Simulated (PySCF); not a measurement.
Si(Me)2(OAc)(OH), SMILES O(C(C)=O)[Si](C)(C)O (C4H10O3Si), singlet, GFN2-xTB optimised geometry.

```
18

C     -1.52    -2.63    -3.24
C     -1.66    -1.68    -2.07
O     -2.66    -1.09    -1.80
O     -0.53    -1.57    -1.39
Si    -0.22    -0.67     0.00
C     -1.01     1.04     0.00
C      1.67    -0.67     0.00
O     -0.85    -1.45     1.29
H     -0.72    -2.28    -3.89
H     -2.45    -2.68    -3.79
H     -1.25    -3.62    -2.87
H     -0.59     1.67    -0.77
H     -0.87     1.54     0.95
H     -2.08     0.96    -0.18
H      2.08    -0.06    -0.79
H      2.08    -1.67    -0.13
H      2.05    -0.29     0.94
H     -0.75    -2.39     1.42
```

Density from PySCF with B3LYP/def2-SVP at that geometry.

Minimum of the electron density along straight lines between bonded atoms, close to the bond critical point (lines longer than 1.1 times the sum of covalent radii, or with two minima, are not listed):

| bond | length / Å | ρ at the minimum / e bohr⁻³ | ∇²ρ there / e bohr⁻⁵ | position (fraction from the first atom) |
|---|---|---|---|---|
| C1–C2 | 1.508 | 0.260 | -0.64 | 0.48 |
| C2–O3 | 1.200 | [?] | 0.35 | 0.33 |
| C2–O4 | 1.327 | 0.307 | -0.29 | 0.33 |
| O4–Si5 | 1.682 | 0.112 | [?] | 0.59 |
| Si5–C6 | 1.890 | 0.117 | 0.32 | 0.38 |
| Si5–C7 | 1.898 | 0.115 | 0.31 | 0.38 |
| Si5–O8 | 1.628 | 0.129 | 1.07 | 0.41 |
| C1–H9 | 1.087 | 0.276 | -1.02 | 0.63 |
| C1–H10 | 1.086 | 0.280 | -1.06 | 0.64 |
| C1–H11 | 1.088 | 0.276 | -1.01 | 0.63 |
| C6–H12 | 1.086 | 0.272 | -0.97 | 0.62 |
| C6–H14 | 1.086 | 0.275 | -1.01 | 0.64 |
| C7–H15 | 1.084 | 0.273 | -0.98 | 0.62 |
| C7–H16 | 1.086 | 0.272 | -0.97 | 0.62 |
| C7–H17 | 1.085 | 0.273 | -0.98 | 0.62 |
| O8–H18 | 0.955 | 0.354 | [?] | 0.82 |

Fill in the missing entries.


- C2–O3, ρ at the minimum / e bohr⁻³: 0.423
- O4–Si5, ∇²ρ there / e bohr⁻⁵: 0.86
- O8–H18, ∇²ρ there / e bohr⁻⁵: -2.38
